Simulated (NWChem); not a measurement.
Molecule: C3H7NSi; SMILES [SiH3]N1C=CC1

```xyz
12

Si    -0.0207    -1.7140    -0.0460
N     -0.0283     0.0046     0.2101
C     -0.9846     1.0181     0.0335
C     -0.1138     2.0375    -0.1219
C      1.0143     1.0433     0.0227
H      1.1776    -2.2685     0.6499
H     -1.2801    -2.2566     0.5438
H      0.0417    -2.1468    -1.4827
H     -2.0705     0.8887     0.0595
H     -0.1754     3.1160    -0.2373
H      1.6368     0.8821    -0.8741
H      1.6623     1.1553     0.9080
```
Atoms are numbered in this order, from 1.

Computed with NWChem. Pople sets run with spherical d functions. Structure relaxed at the PBE0/def2-SVP level. No frequency run checked for a minimum. B3LYP is NWChem's, with the RPA form of VWN correlation. Ions are spin-unrestricted doublets at the neutral geometry; other ion states weren't tried.

For level B3LYP/6-31G*:

```yaml
"−ε(HOMO) (eV)": 5.38
```

Task: What are these values for level r2SCAN/6-31G*?

Result: 
| Quantity | Value |
|---|---|
| −ε(HOMO) (eV) | 4.72 |
